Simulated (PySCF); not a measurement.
[TiF4]-: bond length scan

The complex [TiF4]- (charge -1) contains Ti(III), shell d1. The structure is a model geometry with rigid ligands and bond lengths from ionic radii, not a minimum; coordination tetrahedral, point group Td, metal–donor distances 1.85 Å.

```
5

Ti    0.000    0.000    0.000
F     1.068    1.068    1.068
F    -1.068   -1.068    1.068
F    -1.068    1.068   -1.068
F     1.068   -1.068   -1.068
```

Method (PySCF 2.14, density fitting): CASSCF(1,5) with orbitals averaged over all microstates of the shell, strongly contracted NEVPT2 on the averaged canonical orbitals; basis x2c-TZVPall on the metal, x2c-SVPall elsewhere; spin-free X2C; IEF-PCM water; spin-orbit coupling by state interaction with the mean-field operator over all roots.

All metal–ligand distances are scaled together.

```json
{"bond length": "1.702 Å", "group": "Td", "ground": "2E", "next state (NEVPT2) / cm⁻¹": "2T2 11121", "orbital energies above the lowest (NEVPT2 fit) / cm⁻¹": "0 0 11121 11121 11121", "μeff(300 K) / μB": "1.75"}
{"bond length": "1.776 Å", "group": "Td", "ground": "2E", "next state (NEVPT2) / cm⁻¹": "2T2 9704", "orbital energies above the lowest (NEVPT2 fit) / cm⁻¹": "0 0 9704 9704 9704", "μeff(300 K) / μB": "1.75"}
{"bond length": "1.850 Å", "group": "Td", "ground": "2E", "next state (NEVPT2) / cm⁻¹": "2T2 8438", "orbital energies above the lowest (NEVPT2 fit) / cm⁻¹": "0 0 8438 8438 8438", "μeff(300 K) / μB": "1.75"}
{"bond length": "1.924 Å", "group": "Td", "ground": "?", "next state (NEVPT2) / cm⁻¹": "?", "orbital energies above the lowest (NEVPT2 fit) / cm⁻¹": "?", "μeff(300 K) / μB": "?"}
{"bond length": "1.998 Å", "group": "Td", "ground": "2E", "next state (NEVPT2) / cm⁻¹": "2T2 6401", "orbital energies above the lowest (NEVPT2 fit) / cm⁻¹": "0 0 6401 6401 6401", "μeff(300 K) / μB": "1.76"}
```

**Question.** Fill in the row at 1.924 Å.

**Answer.** ground: 2E; next state (NEVPT2) / cm⁻¹: 2T2 7338; orbital energies above the lowest (NEVPT2 fit) / cm⁻¹: 0 0 7338 7338 7338; μeff(300 K) / μB: 1.76.

**Question.** With what power of the bond length does 10Dq, as fitted to the states, fall?

**Answer.** A log–log fit of these points gives 10Dq ∝ R^−3.5; a point-charge model has R^−5 (correlation -1.000).

At 1.702 Å, 1.776 Å, 1.850 Å, 1.924 Å, 1.998 Å the ground state is orbitally degenerate, so the regular structure would distort there (Jahn–Teller).

NEVPT2 on the d shell alone tends to put d–d bands too high for such charged or covalently bound ions.
